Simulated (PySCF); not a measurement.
**Excitation energy of Te by level of theory**

Te [Kr] 4d10 5s2 5p4 (3P) → Te [Kr] 4d10 5s2 5p3 6s1 (5S), as a difference of total energies. All numbers are calculated (PySCF 2.14, scalar relativity through the core potential, in aug-cc-pVDZ-PP with ECP28MDF (5s4p3d, 32 functions)). Correlated levels: valence: 4s2 4p6 4d10 frozen. The calculations carry no spin-orbit coupling.

| method | excitation energy (cm⁻¹) |
| --- | --- |
| UHF | 38358 |
| LDA | 43128 |
| PBE | 42043 |
| PBE0 | 42786 |
| r2SCAN | 44007 |
| TPSS | 43621 |
| M06 | 44300 |
| r2SCANh | 43972 |
| r2SCAN0 | 43918 |
| MP2 (valence) | 39155 |
| SCS-MP2 (valence) | 40198 |

Errors of the correlated levels include the incompleteness of this basis and the frozen core.

For comparison: 42146 cm⁻¹ (measured; NIST levels, between the centres of gravity of the two terms).
